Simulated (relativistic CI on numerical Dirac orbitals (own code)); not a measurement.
**Ir⁴⁺: 5p photoemission**

Computed with this model: Dirac-Coulomb-Breit CI, KLI orbitals optimised for each configuration, QED by a radiative potential, valence Slater integrals scaled by 0.9, multiplet model of photoemission in the sudden approximation; configurations [Xe] 4f14 5d5 → [Kr] 4d10 4f14 5s2 5p5 5d5; 300 K; Lorentzian 2.1 eV and Gaussian 0.6 eV FWHM. Energies are those of the free ion, without screening or charge transfer. The energies are binding energies and can lie tens of eV above those of solids. S is read from ⟨S²⟩ = S(S + 1).

Field parameters in Wybourne normalisation: Oh B⁴₀ = 21Dq, B⁴₄ = √(5/14) B⁴₀. The field is a parameter set, without covalency.

Computed curve for Oh, 10Dq = 23450 cm⁻¹, scaled to 100 at the maximum (points under 2 are left out and the grid is thinned):

(Energy (eV), Intensity): (94.6, 2.0), (95.6, 2.5), (96.6, 3.2), (97.6, 4.2), (98.6, 5.8), (99.6, 8.7), (100.6, 14.7), (101.6, 29.2), (102.6, 63.3), (103.6, 96.2), (104.6, 86.5), (105.6, 51.5), (106.6, 33.7), (107.6, 28.0), (108.6, 24.1), (109.6, 21.4), (110.6, 19.3), (111.6, 16.3), (112.6, 14.7), (113.6, 14.3), (114.6, 13.3), (115.6, 12.1), (116.6, 10.3), (117.6, 8.8), (118.6, 8.4), (119.6, 8.7), (120.6, 12.0), (121.6, 21.5), (122.6, 29.9), (123.6, 24.2), (124.6, 24.8), (125.6, 29.1), (126.6, 21.6), (127.6, 18.2), (128.6, 15.5), (129.6, 10.5), (130.6, 7.4), (131.6, 4.6), (132.6, 3.0), (133.6, 2.1)

The ground state has S = 0.94, and the centroid lies at 111.51 eV.
